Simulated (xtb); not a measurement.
Sb(Cl)2(OH) (Cl2HOSb), SMILES [OH][Sb]([Cl])[Cl]. All values are semi-empirical tight-binding results from xtb (GFN2-xTB unless named), good for trends rather than for accurate numbers. Geometry: GFN2-xTB. One conformer was computed; it need not be the lowest.

For metal compounds this method's bond lengths and energies can be far off.

```json
{
  "point_group_as_xtb_finds_it": "Cs",
  "orbital_gap": "4.69 eV",
  "zero_point_energy": "8.9 kcal/mol",
  "G − E(el) at 298.15 K (modified RRHO)": "-11.5 kcal/mol"
}
```
